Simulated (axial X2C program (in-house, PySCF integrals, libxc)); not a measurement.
**Potential curves of ZrH⁺, scalar-relativistic**

Calculated with an axial X2C code built on PySCF integrals. Spin-free means the one-electron spin-free X2C Hamiltonian. Basis: Zr dyall-cv3z [11s12p9d6f3g], H dyall-v3z [6s2p1d] (cores contracted in-house); Gaussian nuclei, density fitting, unrestricted open shells. Masses: Zr 89.905 u, H 1.008 u.

State: M_S = 1, Λ = 2 (beyond evenly filled blocks: σα, δ+α). Energies in eV from the fragments at the same level (Zr+ + H). Fits are polynomials in 1 − R0/R over 0.85 to 1.23 times the lowest point R0.

| R (Å) | HF |
| --- | --- |
| 1.5686 | -0.9816 |
| 1.6407 | -1.2443 |
| 1.6948 | -1.3701 |
| 1.7489 | -1.4457 |
| 1.8030 | -1.4793 |
| 1.8661 | -1.4750 |
| 1.9292 | -1.4332 |
| 2.0103 | -1.3376 |
| 2.1095 | -1.1770 |
| 2.2538 | -0.9081 |

Occupations by symmetry block were frozen at the best pattern of an incomplete PBE0 search. De is counted from the lowest determinant-based energies of the atoms at the same level, without counterpoise correction. PBE0 can misorder states that lie within some tenths of an eV, so this need not be the ground state of the molecule. The nearest other spin-free determinant of the search, M_S = 1, Λ = 3, lies 0.12 eV up at the distance of the search.

What are Re, ωe and De at the HF level?

At HF, spin-free: Re = 1.828 Å, ωe ≈ 1720 cm⁻¹, De = 1.48 eV to Zr+ + H; Be follows as 5.06 cm⁻¹.
